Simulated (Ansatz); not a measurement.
CH₈N₂OSi, SMILES `N[SiH2]NCO`. Charge 0, multiplicity 1. The geometry is a stationary point of PBE0-D4/def2-TZVP. It is one conformer, not always the lowest.

```xyz
13

N    -1.961    0.195    1.260
Si   -1.086    0.477   -0.181
N     0.242   -0.608   -0.247
C     1.528   -0.342   -0.813
O     2.584   -0.543    0.098
H    -1.550    0.300    2.173
H    -2.961    0.300    1.280
H    -0.442    1.813   -0.343
H    -2.116    0.326   -1.248
H     0.092   -1.579   -0.018
H     1.524    0.688   -1.193
H     1.756   -1.010   -1.649
H     2.388   -0.017    0.880
```

Question: What is the dipole moment at r2SCAN/def2-TZVPP? (Best estimate.)

Answer: The calculation gave: 2.05 D, with components (-1.55, 0.34, 1.30) D in this frame, pointing from negative to positive charge.

Question: And with PBE, B3LYP, ωB97M-V? (Estimate.)

Answer: Ansatz gave: PBE 2.03 D, B3LYP 2.05 D, ωB97M-V 2.07 D.

Question: Give the Mulliken charges with r2SCAN, ωB97M-V, PBE in def2-TZVPP. (Best estimate.)

Answer: Computed: 
```
atom  r2SCAN  ωB97M-V    PBE
  N1   -0.46    -0.37  -0.39
 Si2    0.50     0.40   0.36
  N3   -0.37    -0.32  -0.27
  C4    0.21     0.06   0.06
  O5   -0.37    -0.33  -0.31
  H6    0.15     0.11   0.15
  H7    0.16     0.12   0.15
  H8   -0.12    -0.07  -0.10
  H9   -0.11    -0.07  -0.10
 H10    0.14     0.10   0.13
 H11    0.04     0.09   0.07
 H12    0.04     0.10   0.09
 H13    0.19     0.16   0.17
```

B3LYP here is the variant with VWN-RPA as its local correlation; programs differ in this.
